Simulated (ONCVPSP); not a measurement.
# Varying the ONCV potential for gallium (Ga)

Base potential:

* Element: Ga (Z = 31)
* Generator: ONCVPSP 4.0.1
* Type: optimised norm-conserving Vanderbilt (ONCV)
* Functional: PBEsol
* Relativity: scalar-relativistic
* Frozen core: [Ar] 3d10
* Valence charge: 3
* Reference configuration: 4s2 4p0.5 (charge +0.5)
* Partial waves: 4s: rc 1.80 bohr, ncon 4, nbas 9, qcut 3.5 1/bohr, 1 projector; 4p: rc 2.35 bohr, ncon 4, nbas 8, qcut 3.2 1/bohr, 2 projectors, debl 1.4 Ha
* Local potential: polynomial inside 1.15 bohr (lpopt 1, dvloc0 6 Ha)
* Core correction: Teter function, fcfact 4.5, rcfact 1.45

All-electron outer shells of the reference configuration (PBEsol, scalar-relativistic, ld1.x):

| shell | level (eV) | outermost node (bohr) | outermost maximum (bohr) |
| --- | --- | --- | --- |
| 3p | -102.54 | 0.24 | 0.56 |
| 3d | -23.01 | – | 0.53 |
| 4s | -12.45 | 0.81 | 1.87 |
| 4p | -5.62 | 0.87 | 2.41 |

Cutoffs, loose and tight: the cutoffs (Ha) at which the residual kinetic energy of the hardest occupied pseudo-wave falls to 1 and 0.1 mHa per electron. They do not see the model core or the augmentation charge, which bear on the density cutoff. Test errors are all-electron minus pseudo excitation energies from the reference, over the configurations 4s2 4p1; 4s2 4p0; 4s1 4p0; 4s0 4p3. A dash means not determined; rows that change the core or the reference have their own tests.

```json
{"change": "base", "outcome": "generated", "cutoff, loose": "9.8 Ha", "cutoff, tight": "61 Ha", "bound ghosts": "none", "GHOST(+) flags above zero": "none", "largest test error (meV)": "-237"}
{"change": "p: qcut 1.9", "outcome": "generated", "cutoff, loose": "9.8 Ha", "cutoff, tight": "61 Ha", "bound ghosts": "none", "GHOST(+) flags above zero": "none", "largest test error (meV)": "-237"}
{"change": "p: qcut 2.4", "outcome": "generated", "cutoff, loose": "9.8 Ha", "cutoff, tight": "61 Ha", "bound ghosts": "none", "GHOST(+) flags above zero": "none", "largest test error (meV)": "-237"}
{"change": "p: qcut 2.7", "outcome": "generated", "cutoff, loose": "9.8 Ha", "cutoff, tight": "61 Ha", "bound ghosts": "none", "GHOST(+) flags above zero": "none", "largest test error (meV)": "-237"}
{"change": "p: qcut 3", "outcome": "generated", "cutoff, loose": "9.8 Ha", "cutoff, tight": "61 Ha", "bound ghosts": "none", "GHOST(+) flags above zero": "none", "largest test error (meV)": "-237"}
{"change": "p: qcut 3.4", "outcome": "generated", "cutoff, loose": "9.8 Ha", "cutoff, tight": "61 Ha", "bound ghosts": "none", "GHOST(+) flags above zero": "none", "largest test error (meV)": "-236"}
{"change": "p: qcut 3.6", "outcome": "generated", "cutoff, loose": "9.8 Ha", "cutoff, tight": "61 Ha", "bound ghosts": "none", "GHOST(+) flags above zero": "none", "largest test error (meV)": "-236"}
{"change": "p: qcut 4.1", "outcome": "generated", "cutoff, loose": "9.8 Ha", "cutoff, tight": "61 Ha", "bound ghosts": "none", "GHOST(+) flags above zero": "none", "largest test error (meV)": "-235"}
{"change": "p: qcut 4.5", "outcome": "generated", "cutoff, loose": "9.8 Ha", "cutoff, tight": "61 Ha", "bound ghosts": "none", "GHOST(+) flags above zero": "none", "largest test error (meV)": "-234"}
{"change": "p: qcut 4.7", "outcome": "generated", "cutoff, loose": "9.8 Ha", "cutoff, tight": "61 Ha", "bound ghosts": "none", "GHOST(+) flags above zero": "none", "largest test error (meV)": "-234"}
```

Reading the sweep of the qcut of the p channel (base included, trends over the rows without a ghost): The loose cutoff stays near 9.8 Ha. The median size of the test errors (rows with all tests solved) rises from 24.7 meV at 1.9 to 31.5 meV at 4.7 1/bohr, with one reversal.
